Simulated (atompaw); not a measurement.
**Which change was made? (Ba, PAW (atompaw))**

atompaw 4.2.0.5 input, output lines left out:

```
Ba 56
GGA-PBESOL scalarrelativistic loggrid 2001 logderivrange -2 5 176
6 6 5 0 0 0
6 1 0
5 2 0
0 0 0
c
c
c
c
c
v
c
c
c
c
v
c
c
v
2
3.00 2.70 2.55 1.80
y
3.35
n
y
0.5
n
y
0.2
n
custom polynom2 7 10 vanderbiltortho sinc
3 0 troulliermartins
3.00
3.00
3.00
3.00
3.00
3.00
```

Cutoffs, loose and tight: the cutoffs (Ry, on a coarse ladder) from which the occupation-weighted sum of valence levels, in a spherical-Bessel basis at the reference potential, stays within 10 and 1 mRy of its value at 400 Ry. They see the waves, projectors and local potential, not the compensation charge or the core.

The base gives: outcome: generated; cutoff, loose: 6 Ry; cutoff, tight: 12 Ry; bound ghosts: s, p.

After one change the result is: outcome: generated; cutoff, loose: 15 Ry; cutoff, tight: 21 Ry; bound ghosts: s, p. Which change was it?
A. augmentation sinc compensation charge, radius 2.70 bohr; PAW radius 3.00 bohr; waves and projectors: custom polynom gramschmidtortho
B. local potential bessel scheme, radius 2.55 bohr
C. core [Kr] 4d10 5s2, valence charge 8; reference 5p6 5d0 6s2 6p0; waves now 6s (bound): rc 3.00 bohr; 6s channel at 0.25 Ry: rc 3.00 bohr; 5p (bound): rc 2.30 bohr; 6p (bound): rc 2.95 bohr; 5d (bound): rc 3.00 bohr; 5d channel at 0.35 Ry: rc 3.00 bohr; local potential troulliermartins scheme with l = 3 at 0 Ry, radius 2.05 bohr; core correction smooth core density matched at 1.75 bohr; augmentation sinc compensation charge, radius 2.90 bohr; PAW radius 3.00 bohr; waves and projectors: custom polynom2 7 10 vanderbiltortho

C. The others give: local potential bessel scheme, radius 2.55 bohr → outcome: generated; cutoff, loose: 6 Ry; cutoff, tight: 12 Ry; bound ghosts: p | augmentation sinc compensation charge, radius 2.70 bohr; PAW radius 3.00 bohr; waves and projectors: custom polynom gramschmidtortho → outcome: failed: atompaw: The overlap operator has at least one negative eigenvalue!.
